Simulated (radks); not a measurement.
Results of a calculation; reference values are marked as such.
Question: The mean radii <r> (bohr) of the occupied orbitals of an atom or ion are listed with their occupations. Level of theory: Dirac Kohn-Sham, PBE, spin-unpolarised, spherical densities, point nucleus (a radial shooting solver on a logarithmic mesh with Libxc functionals).

| orbital | occ. | <r> |
|---|---|---|
| 1s1/2 | 2 | 0.05409 |
| 2s1/2 | 2 | 0.2447 |
| 2p1/2 | 2 | 0.2131 |
| 2p3/2 | 4 | 0.2163 |
| 3s1/2 | 2 | 0.7283 |
| 3p1/2 | 2 | 0.7514 |
| 3p3/2 | 4 | 0.7602 |
| 3d3/2 | 4 | 0.8385 |
| 3d5/2 | 2 | 0.8419 |

Name the element and its charge. Open shells, if any, fill j = l - 1/2 first.

Answer: Z = 28, nickel, charge +4: Ni4+ in [Ar] 3d6. The 1s radius gives Z: for a bare nucleus <r> = (2 gamma + 1)/(2Z) with gamma = sqrt(1 - (Z/c)^2), 0.05282 bohr for Z = 28, and screening makes it slightly larger (0.05409 here). The occupations add up to 24, and the charge is Z minus that.
